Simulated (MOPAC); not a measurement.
MOPAC input (PM7):

```
PM7 PRECISE GNORM=0.05 LET XYZ UHF MS=0.5 GEO-OK AUX(PRECISION=9) THREADS=1
CH6NSi

C    -1.58812800 1   -0.18753800 1    0.60573700 1
N    -0.49804400 1   -0.56852600 1   -0.22847700 1
Si    1.02617000 1    0.27197400 1   -0.25414900 1
H    -2.21679400 1   -1.05081400 1    0.84645000 1
H    -1.31498200 1    0.34007000 1    1.53002400 1
H    -2.23179300 1    0.49821800 1    0.02941700 1
H     2.10636400 1   -0.73989900 1   -0.27450200 1
H     1.22995700 1    1.18856100 1    0.90220500 1
H     1.07595100 1    1.06113400 1   -1.51058800 1
```

From the output:

```
                                                       MOPAC v23.2.5 Linux

          FINAL HEAT OF FORMATION =         23.25290 KCAL/MOL =      97.29014 KJ/MOL

          COSMO AREA              =        110.91 SQUARE ANGSTROMS
          COSMO VOLUME            =         97.51 CUBIC ANGSTROMS

          GRADIENT NORM           =          0.00944          =       0.00315 PER ATOM
          IONIZATION POTENTIAL    =          9.339821 EV
          ALPHA SOMO LUMO (EV)    =        -10.246  1.120
          BETA  SOMO LUMO (EV)    =         -9.340 -0.115
          NO. OF ALPHA ELECTRONS  =         10
          NO. OF BETA  ELECTRONS  =          9
          MOLECULAR WEIGHT        =         60.1506         POINT GROUP:  Cs

          MOLECULAR DIMENSIONS (Angstroms)

            Atom       Atom       Distance
            H     7    H     6     4.61413
            H     4    H     9     3.72172
            H     8    N     2     2.22550

          SCF CALCULATIONS        =         51

   ATOM   CHEMICAL          X               Y               Z
  NUMBER   SYMBOL      (ANGSTROMS)     (ANGSTROMS)     (ANGSTROMS)

     1       C         -1.61044127  *  -0.19351650  *   0.62392272  *
     2       N         -0.56544628  *  -0.41124696  *  -0.30978463  *
     3      Si          1.08203731  *   0.26738289  *  -0.25291236  *
     4       H         -1.94965144  *  -1.18906580  *   1.00705472  *
     5       H         -1.44219204  *   0.45847044  *   1.49918485  *
     6       H         -2.49552721  *   0.20980027  *   0.06992360  *
     7       H          1.97894473  *  -0.87882141  *  -0.22021524  *
     8       H          1.35226030  *   1.13031856  *   0.88693966  *
     9       H          1.23825143  *   1.02512788  *  -1.48608493  *

                             CARTESIAN COORDINATES

   1    C       -1.610441269    -0.193516501     0.623922721
   2    N       -0.565446275    -0.411246957    -0.309784627
   3   Si        1.082037314     0.267382893    -0.252912359
   4    H       -1.949651443    -1.189065802     1.007054724
   5    H       -1.442192035     0.458470438     1.499184848
   6    H       -2.495527213     0.209800267     0.069923597
   7    H        1.978944727    -0.878821412    -0.220215237
   8    H        1.352260300     1.130318565     0.886939661
   9    H        1.238251425     1.025127878    -1.486084928

           Empirical Formula: C H6 N Si  =     9 atoms

      MOLECULAR POINT GROUP   :   Cs

          ALPHA EIGENVALUES
 -34.22338 -23.57645 -18.14579 -15.54676 -15.27683 -14.68189 -12.94813 -12.53937
 -10.52303 -10.24573   1.11982   2.46852   2.61143   4.21090   4.95136   5.22234
   5.94133   7.97787  21.11941  21.41242  21.80076  22.18226  22.69739

           BETA EIGENVALUES
 -32.30847 -22.99705 -17.91931 -15.07927 -14.50403 -14.27247 -12.71797 -12.45304
  -9.33982  -0.11479   1.44633   2.51416   2.85051   4.67953   5.15179   5.29026
   6.04555   8.05737  21.10359  21.45205  21.96511  22.17780  22.72483

              NET ATOMIC CHARGES AND DIPOLE CONTRIBUTIONS

  ATOM NO.   TYPE          CHARGE      No. of ELECS.   s-Pop       p-Pop       d-Pop
    1          C          -0.268088        4.2681     1.05060     3.21749
    2          N          -0.445764        5.4458     1.75724     3.68852
    3         Si           0.109247        3.8908     0.90321     2.83148     0.15607
    4          H           0.176036        0.8240     0.82396
    5          H           0.128273        0.8717     0.87173
    6          H           0.175997        0.8240     0.82400
    7          H           0.048486        0.9515     0.95151
    8          H           0.027313        0.9727     0.97269
    9          H           0.048501        0.9515     0.95150
 DIPOLE           X         Y         Z       TOTAL
 POINT-CHG.     0.132     0.907     1.280     1.575
 HYBRID        -0.591     0.048     0.417     0.725
 SUM           -0.459     0.955     1.697     2.000

          ATOMIC ORBITAL ELECTRON POPULATIONS

     Atom    s        px        py        pz      x^2-y^2     xz        z^2       yz        xy
    1  C   1.05060   1.01381   1.15171   1.05197
    2  N   1.75724   1.16905   1.22657   1.29290
    3 Si   0.90321   0.76984   1.00933   1.05231   0.02705   0.02326   0.02572   0.03394   0.04611
    4  H   0.82396
    5  H   0.87173
    6  H   0.82400
    7  H   0.95151
    8  H   0.97269
    9  H   0.95150

                    (SZ)    =    0.500000
                    (S**2)  =    0.761798

          ATOMIC ORBITAL SPIN POPULATIONS

    Atom   Total    s     px     py     pz   x^2-y^2  xz     z^2    yz     xy
         Atomic
    1  C -0.0586 -0.009 -0.032 -0.003 -0.014
    2  N  1.0073  0.017  0.141  0.575  0.275
    3 Si -0.0960 -0.010 -0.067 -0.021 -0.011  0.004  0.003  0.000  0.001  0.006
    4  H  0.0487  0.049
    5  H  0.0007  0.001
    6  H  0.0485  0.049
    7  H  0.0245  0.025
    8  H  0.0003  0.000
    9  H  0.0247  0.025

 **********************
 *                    *
 * JOB ENDED NORMALLY *
 *                    *
 **********************

 == MOPAC DONE ==
```

The geometry given is a B3LYP-D3(BJ)/def2-TZVP minimum.
